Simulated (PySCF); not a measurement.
C7H8N2.
Geometry (PBE0-D3(BJ)/def2-SVP, Å), atoms numbered from 1 in this order:
```
atom  x, y, z in Å
C1     3.3131    0.0410    0.0267
N2     1.9374    0.4088    0.1649
C3     1.0539   -0.4997    0.1560
C4    -0.3779   -0.2066    0.2959
C5    -0.8536    1.1022    0.4444
C6    -2.2196    1.3046    0.5717
C7    -3.0655    0.1912    0.5463
N8    -2.6296   -1.0570    0.4064
C9    -1.3194   -1.2423    0.2847
H10    3.8792    0.3961    0.9041
H11    3.7472    0.5581   -0.8453
H12    3.4832   -1.0486   -0.0867
H13    1.3176   -1.5727    0.0414
H14   -0.1329    1.9233    0.4556
H15   -2.6347    2.3080    0.6898
H16   -4.1497    0.3217    0.6446
H17   -0.9800   -2.2801    0.1695
```

Computed with PySCF 2.14.0, PBE0-D3(BJ)/def2-SVP geometry optimisation, gas phase.

Masses are those of the commonest isotopes; rigid-rotor values at the optimised geometry. The values belong to one conformer with, in the numbering `[CH3:1]/[N:2]=[CH:3]/[c:4]1[cH:5][cH:6][cH:7][n:8][cH:9]1`, N2–C3–C4–C5 0°.

Task: Give the principal moments of inertia and the rotational constants in GHz.

Result: Ia = 96.16, Ib = 553.10, Ic = 646.14 u·Å²; 505379 MHz·u·Å²/I gives 5256, 913.7 and 782.2 MHz, that is A = 5.2555, B = 0.9137, C = 0.7822 GHz.

Task: Classify the top.

Result: A near-prolate asymmetric top; Ray's κ = -0.941.

Task: Is it planar, by Δ = Ic − Ia − Ib?

Result: Not planar: Δ = Ic − Ia − Ib = -3.13 u·Å². For a rigid frame Δ = −2 Σ m c², so Σ m c² = 1.56 u·Å² lies off the ab plane, practically all of it from hydrogen. The atom farthest from that plane is 0.89 Å away.

Task: Give the other two planar moments, Paa and Pbb, and the rms extents of the mass along the axes.

Result: Paa = Σ m a² = (Ib + Ic − Ia)/2 = 551.54 and Pbb = Σ m b² = (Ia + Ic − Ib)/2 = 94.60 u·Å². With the mass M = 120.07 u, the rms extents √(P/M) along a, b and c are 2.14, 0.89, 0.11 Å.

Task: List the rotational levels J(Ka,Kc) to J = 4 (MHz).

Result: Above 0(0,0):
J = 1: 1(0,1) 1696, 1(1,1) 6038, 1(1,0) 6169
J = 2: 2(0,2) 5085, 2(1,2) 9298, 2(1,1) 9693, 2(2,1) 22718, 2(2,0) 22721
J = 3: 3(0,3) 10160, 3(1,3) 14186, 3(1,2) 14976, 3(2,2) 27805, 3(2,1) 27820, 3(3,1) 49845, 3(3,0) 49845
J = 4: 4(0,4) 16915, 4(1,4) 20701, 4(1,3) 22016, 4(2,3) 34587, 4(2,2) 34631, 4(3,2) 56634, 4(3,1) 56635, 4(4,1) 87482, 4(4,0) 87482
Those of J = 1 are B + C, A + C and A + B.

Task: Predict some low-J microwave lines.

Result: The dipole components are |μa| = 1.50 D, |μb| = 0.55 D, |μc| = 0.00 D; the mirror of this Cs structure is the ab plane, so μc vanishes by symmetry and there are no c-type lines. Intensities carry the squares of the components, which stand as 1.00 : 0.14 (a : b). Some lines, for components of 0.1 D or more:

| type | branch | J(Ka,Kc) | MHz | lower level (cm⁻¹) |
| --- | --- | --- | --- | --- |
| a | Q | 2(1,1) ← 2(1,2) | 395 | 0.310 |
| a | R | 1(0,1) ← 0(0,0) | 1696 | 0.000 |
| a | R | 2(1,2) ← 1(1,1) | 3260 | 0.201 |
| a | R | 2(0,2) ← 1(0,1) | 3389 | 0.057 |
| a | R | 2(1,1) ← 1(1,0) | 3523 | 0.206 |
| b | Q | 1(1,0) ← 1(0,1) | 4473 | 0.057 |
| b | Q | 2(1,1) ← 2(0,2) | 4608 | 0.170 |
| b | R | 1(1,1) ← 0(0,0) | 6038 | 0.000 |
| b | R | 2(1,2) ← 1(0,1) | 7602 | 0.057 |
| b | Q | 2(2,0) ← 2(1,1) | 13028 | 0.323 |
| b | Q | 2(2,1) ← 2(1,2) | 13420 | 0.310 |
| b | R | 2(2,1) ← 1(1,0) | 16549 | 0.206 |
| b | R | 2(2,0) ← 1(1,1) | 16683 | 0.201 |

PBE0-D3(BJ)/def2-SVP frequencies: not computed here. No vibrational averaging or centrifugal distortion is included, and the geometry carries the error of its method. A rigid rotor knows nothing of internal rotation, which can split or shift real lines. Quadrupole hyperfine structure (14N) is left out.
